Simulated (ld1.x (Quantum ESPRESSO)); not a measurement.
# An all-electron radial function and its pseudo partner (Mo (Z = 42))

Columns: radius, all-electron u(r) and pseudo u(r) of the 4p shell (level -45.29 eV) of molybdenum in the configuration [Ar] 3d10 4s2 4p6 4d5 5s0 5p0; PBE, scalar-relativistic, TM scheme, ld1.x (Quantum ESPRESSO) 7.5.

```tsv
r (bohr)	all-electron	pseudo
0.090	0.3298	0.0152
0.180	-0.1194	0.0602
0.270	-0.4882	0.1326
0.360	-0.4951	0.2289
0.450	-0.2614	0.3438
0.540	0.0605	0.4708
0.630	0.3735	0.6019
0.720	0.6312	0.7279
0.810	0.8196	0.8388
0.900	0.9405	0.9255
0.990	1.0032	0.9813
1.080	1.0195	1.0032
1.170	1.0013	0.9929
1.260	0.9591	0.9561
1.350	0.9015	0.9009
1.440	0.8350	0.8350
1.530	0.7646	0.7646
1.620	0.6937	0.6937
1.710	0.6248	0.6248
1.800	0.5593	0.5593
1.890	0.4981	0.4981
1.980	0.4418	0.4418
2.070	0.3904	0.3904
2.160	0.3440	0.3440
2.250	0.3023	0.3023
2.340	0.2650	0.2650
```

Q: How many radial nodes do the two functions have?

A: The all-electron 4p function has n − l − 1 = 2; the pseudo-wave has 0, since the states of the same l below it are removed with the core.

Q: At about which radius was the pseudo-wave matched?

A: 1.55 bohr. The columns agree to 0.0005 from 1.44 bohr on; several derivatives are matched, so the curves merge somewhat inside the radius.

Q: Where does each function peak?

A: Outermost all-electron maximum near 1.08 bohr, pseudo maximum near 1.08 bohr (to the table’s step).

Q: Is the pseudo-wave norm-conserving?

A: Yes: the TM scheme keeps the norm inside the radius equal to the all-electron one, which fixes the energy derivative of the logarithmic derivative at the level.
